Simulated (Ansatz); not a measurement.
```xyz
11

B    -0.9295   -1.1348   -1.8605
N    -0.3378   -0.2023   -1.0122
C    -0.0671   -0.3828    0.3484
C     0.4895    0.5048    1.1283
C     1.0423    1.3786    1.9157
H    -1.0981   -0.8368   -3.0048
H    -1.2460   -2.1974   -1.4119
H    -0.0613    0.7015   -1.3662
H    -0.3602   -1.3516    0.7408
H     2.1201    1.4218    2.0500
H     0.4481    2.0989    2.4724
```

The species carries charge 0 and has multiplicity 1.

**Question.** List the B3LYP/def2-TZVPP orbital energies in eV (the Gaussian-basis code of Ansatz). (An estimate is asked.)

**Answer.** The calculation gave: Occupied: -390.33, -278.15, -277.30, -277.26, -183.30, -25.30, -21.46, -19.14, -15.76, -14.80, -13.35, -12.37, -12.18, -10.93, -10.24, -9.10, -7.85, -6.52. Lowest empty: -0.63, -0.38, 0.72, 1.01, 1.66, 2.03, 2.48, 3.04.

B3LYP here is the variant with VWN-RPA as its local correlation; programs differ in this.
